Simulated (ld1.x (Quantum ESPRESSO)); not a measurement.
## Mg: one change to a TM potential, before and after

Mg, norm-conserving Troullier–Martins (Kleinman–Bylander form), made with ld1.x (Quantum ESPRESSO) 7.5 (PBE, scalar-relativistic). Core [Ne], reference 3s2 3p0. Waves: 3s (bound): rc 2.35 bohr; 3p (bound, empty): rc 2.70 bohr; 3d channel at 0.05 Ry: rc 2.65 bohr. Local part: the d channel. Core correction: Bessel-smoothed model core, default radius (core density twice the valence density).

Change: wave 3d channel at 0.05 Ry: rc 2.65 bohr becomes 3d channel at 3.4 Ry: rc 2.65 bohr.

Cutoffs: the cutoffs (Ry, on a coarse ladder) from which the occupation-weighted sum of valence levels, in a spherical-Bessel basis at the reference potential, stays within 10 and 1 mRy of its value at 400 Ry; they do not see the model core or the augmentation charge, which bear on the density cutoff. Errors are all-electron minus pseudo energies relative to the spin-unpolarised reference configuration.

Q: What does the change do?

A: The potential gets harder (6 Ry and 18 Ry → 8 Ry and 21 Ry); a bound ghost appears in p, s, which as a rule spoils a file; the number of tests that count goes from 5 to 0; the range in which the p phases agree narrows (upper end 2.0 → 0.5).

```tsv
quantity	base	changed
cutoff, loose	6 Ry	8 Ry
cutoff, tight	18 Ry	21 Ry
bound ghosts	none	s, p
tests counted (converged, no solver errors)	5 of 5	0 of 5
s: phases at 2.96 bohr within 0.05 rad from the reference energy up to (Ry; the scan ends near 5)	1.3	0.5
p: phases at 2.96 bohr within 0.05 rad from the reference energy up to (Ry; the scan ends near 5)	2.0	0.5
d: phases at 2.96 bohr within 0.05 rad from the reference energy up to (Ry; the scan ends near 5)	3.1	3.5
```

Changed file: Tests not counted: 3s1 3p0 (solver errors, printed error -29 meV); 3s1.5 3p0 (solver errors, printed error -7.5 meV); 3s1 3p1 (solver errors, printed error -7.6 meV); 3s0 3p2 (solver errors, printed error -25 meV); 3s0 3p1 (solver errors, printed error -48 meV). A true bound ghost makes a file unfit for plane-wave use even where its test errors are small: the radial tests pick states by their node count and pass the ghost by.
